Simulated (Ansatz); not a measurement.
Ansatz (a first-principles code) input:
A basis named .json is the Basis Set Exchange file of that set.

Ansatz 0.2 input:
```yaml
crystal:
  periodic: [false, false, false]
  atoms:
    - {symbol: Si, position_ang: [-0.03183524, -0.08576984, 0.42587080]}
    - {symbol: N, position_ang: [-0.54650029, 1.48605803, -0.56836358]}
    - {symbol: N, position_ang: [-0.94065077, -1.25998387, -0.36753196]}
    - {symbol: N, position_ang: [1.61942245, -0.26880219, 0.22737384]}
    - {symbol: H, position_ang: [-0.37883945, 0.38700818, 1.77075638]}
    - {symbol: H, position_ang: [-1.53144596, 1.73470467, -0.45737828]}
    - {symbol: H, position_ang: [-0.38360213, 1.33974097, -1.56652501]}
    - {symbol: H, position_ang: [-0.57029230, -2.19343780, -0.47590344]}
    - {symbol: H, position_ang: [-1.94945304, -1.26863992, -0.40024728]}
    - {symbol: H, position_ang: [2.27748901, -0.06002696, 0.96266867]}
    - {symbol: H, position_ang: [2.05319384, -0.73842328, -0.55283769]}
    - {symbol: H, position_ang: [0.00274361, 2.29894816, -0.28307272]}
basis:
  gaussian:
    orbitals: aug-cc-pV_D+d_Z.json
total_charge: 1
magnetization: {spin_polarized: false}
correlation: {method: ccsd_t, electrons: outside_noble_gas}
output: {forces: true}
```

Question: Which total energy does the run end on?

Answer: -457.57308 Eh (CCSD(T)/aug-cc-pV(D+d)Z). The basis has 173 functions.

It need not be the lowest isomer of its formula.
